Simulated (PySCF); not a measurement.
A structure optimised at PBE-D3(BJ)/def2-SVP, used in a PySCF frequency run:

```xyz
13

B      0.7400    -0.8475     0.0000
H      1.9576    -0.8396     0.0000
O      0.1351    -2.0821     0.0000
H     -0.8382    -2.0358     0.0000
N      0.0507     0.3983     0.0000
C     -1.3890     0.5421     0.0000
C      0.7647     1.6600     0.0000
H     -1.7501     1.0964    -0.8973
H     -1.7501     1.0964     0.8973
H     -1.8938    -0.4456     0.0000
H      0.5153     2.2740     0.8969
H      0.5153     2.2740    -0.8969
H      1.8547     1.4738     0.0000
```

Task: Write its SMILES, formula and point group.

Result: CN(C)BO, C2H8BNO, Cs

Task: What are its rotational constants (standard atomic weights)?

Result: 8.7254, 3.6357, 2.6538 GHz
